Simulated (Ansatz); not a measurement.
Input and output for C2H8AlNO.

```yaml
crystal:
  periodic: [false, false, false]
  atoms:
    - {symbol: N, position_ang: [-1.186336, -1.031563, 0.983258]}
    - {symbol: C, position_ang: [0.098411, -1.274033, 0.462771]}
    - {symbol: O, position_ang: [0.667267, -0.234158, -0.373552]}
    - {symbol: C, position_ang: [0.943752, 1.101917, 0.215876]}
    - {symbol: Al, position_ang: [0.049155, 1.191204, -1.514562]}
    - {symbol: H, position_ang: [-1.216533, -0.298442, 1.676391]}
    - {symbol: H, position_ang: [-1.881312, -0.859743, 0.269627]}
    - {symbol: H, position_ang: [0.082012, -2.148031, -0.189791]}
    - {symbol: H, position_ang: [0.807971, -1.432539, 1.277919]}
    - {symbol: H, position_ang: [0.341211, 1.248506, 1.113710]}
    - {symbol: H, position_ang: [2.007232, 1.174310, 0.434134]}
    - {symbol: H, position_ang: [0.847296, 1.246128, -2.882276]}
    - {symbol: H, position_ang: [-1.539925, 1.281745, -1.458504]}
basis:
  gaussian: {orbitals: ANO-RCC-VTZP, fitting: {mean_field: def2-universal-jkfit}, point_charges: [{charge: -1.00, position_ang: [6.661, 0.528, -0.498]}]}
hamiltonian: {xc: {name: SVWN5}, pseudopotentials: {relativity: none}}
```

```sh
$ ansatz run in.yaml --threads 4 --pin off --events-out ev --progress --plain --max-ram 10444MiB
```

Shortened log:

```
Functional definition: SVWN5
576 factors; integrals over basis functions are off by at most 9.9e-1 eV
mean field evaluation 1: about -12247.1571 eV, gradient 8.3e1 eV
mean field evaluation 2: about -12201.5534 eV, gradient 1.5e2 eV
mean field evaluation 4: about -12261.1075 eV, gradient 2.1e1 eV
mean field evaluation 8: about -12261.8286 eV, gradient 1.3e-1 eV
mean field evaluation 16: about -12261.8254 eV, gradient 6.4e-5 eV
mean field -12261.82535598 eV, -450.6137704687 hartree, gradient 6.4e-5 eV, S^2 0.000000; 0 other end points of the search recorded, 0 dependent functions left out
reference -12261.82543509 eV, -450.6137733759 hartree; 24, 24 occupied and 242, 242 virtual orbitals, 576 factors
WARN: the results are in doubt because the basis set is contracted for relativity, which is off
Total energy: -12261.82543509 eV, -450.6137733759 hartree
In doubt: the basis set is contracted for relativity, which is off
```

It took 2.2 s on 4 threads of an Oxide Virtual Turin-like on a shared host, with 0.52 GiB of host memory at the peak.
